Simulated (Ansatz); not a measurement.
Stepwise reaction of `[NH]=[W](=[NH])([F])[F]` with water, as a gas-phase model of exchange steps in deposition or etching. ΔE in kJ/mol; ΔG adds harmonic PBE0-D4 terms to CCSD(T)/CBS, at 1 bar.

Isolated molecules relaxed with PBE0-D4/def2-TZVP in Ansatz; ΔE leaves out vibrations. CCSD(T)/CBS adds triple-zeta CCSD(T) − MP2 to the extrapolated MP2 energy (def2 sets, frozen cores). This one scheme is used for every species. Functionals use def2-TZVPP. B3LYP here is the variant with VWN-RPA as its local correlation; programs differ in this. def2 core potentials past Kr. For W outer-core shells are correlated without core-valence functions, which leaves a few kJ/mol of doubt a bond. One conformer a species, not always the lowest.

```json
{"step": "2", "reaction": "`[NH]=[W](=[NH])([OH])[F]` + H₂O → `[NH]=[W](=[NH])([OH])[OH]` + H–F", "PBE-D4": "32.6", "B3LYP-D4": "32.5", "ωB97M-V": "32.7", "CCSD(T)/CBS": "26.4", "ΔG(400 K)": "29.4"}
```

**Question.** Give the row of step 1, `[NH]=[W](=[NH])([F])[F]` + H₂O → `[NH]=[W](=[NH])([OH])[F]` + H–F. (An estimate is asked.)

**Answer.** The calculation gave: 
| step | reaction | PBE-D4 | B3LYP-D4 | ωB97M-V | CCSD(T)/CBS | ΔG(400 K) |
| --- | --- | --- | --- | --- | --- | --- |
| 1 | `[NH]=[W](=[NH])([F])[F]` + H₂O → `[NH]=[W](=[NH])([OH])[F]` + H–F | 28.1 | 27.8 | 27.9 | 22.0 | 20.8 |

**Question.** By hand: ΔE of the 2 steps together at CCSD(T)/CBS.

**Answer.** (22.0) + (26.4) = 48.4 kJ/mol, or 24.2 kJ/mol a step.

In ΔE the steps differ by no more than 4.4 kJ/mol. All are uphill at CCSD(T)/CBS. ΔG lies between 20.8 and 29.4 kJ/mol a step. PBE-D4 differs from CCSD(T)/CBS by 6.1 to 6.2 kJ/mol a step. Isolated molecules leave out the surface, adducts and barriers. Largest T1 diagnostic: 0.020.
